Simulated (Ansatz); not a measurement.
A search over several starts for the lowest SCF solution of CH3F3Ge⁻, that is GeMeF3 with one electron more at the given spin, in a small basis.

```yaml
crystal:
  periodic: [false, false, false]
  atoms:
    - {symbol: Ge, position_ang: [-0.001657, 0.002593, -0.836382]}
    - {symbol: C, position_ang: [0.002165, -0.003335, 1.072867]}
    - {symbol: H, position_ang: [-1.032132, 0.047221, 1.438856]}
    - {symbol: H, position_ang: [0.565146, 0.866047, 1.438242]}
    - {symbol: H, position_ang: [0.475631, -0.926652, 1.432849]}
    - {symbol: F, position_ang: [1.575122, -0.022422, -1.518832]}
    - {symbol: F, position_ang: [-0.768647, 1.385039, -1.509573]}
    - {symbol: F, position_ang: [-0.815638, -1.348489, -1.518017]}
basis:
  gaussian: {orbitals: def2-SVP}
total_charge: -1
magnetization: {spin_polarized: true, initial_magnetization: 1}
hamiltonian: {xc: pbe0, dispersion: d4}
output: {orbitals: {seedname: orbitals}}
```

```sh
$ ansatz run in.yaml --threads 4 --pin off --events-out ev --progress --plain --max-ram 3916MiB
```

Output, abridged:

```
Functional definition: PBE0
999 factors; integrals over basis functions are off by at most 1.1e-3 eV
mean field evaluation 1: about -65721.2689 eV, gradient 3.0e1 eV
mean field evaluation 2: about -65718.4855 eV, gradient 3.9e1 eV
mean field evaluation 4: about -65725.6040 eV, gradient 2.5e0 eV
mean field evaluation 8: about -65725.7290 eV, gradient 1.5e-1 eV
mean field evaluation 16: about -65725.7292 eV, gradient 2.3e-4 eV
mean field -65725.72920146 eV, -2415.3759976545 hartree, gradient 7.5e-5 eV, S^2 0.751328; 0 other end points of the search recorded, 0 dependent functions left out
reference -65725.72923291 eV, -2415.3759988102 hartree; 35, 34 occupied and 68, 69 virtual orbitals, 999 factors
Total energy: -65725.86545195 eV, -2415.3810047675 hartree
```

Run time 3.2 s (4 threads of Arm Neoverse V1 on a shared host).

The highest occupied level of the charge -1 doublet lies above zero (up to 3.84 eV). By energy differences it is unbound by 0.57 eV (vertical, against the charge 0 singlet, at PBE0-D4/def2-TZVPD) and held by the finite basis.
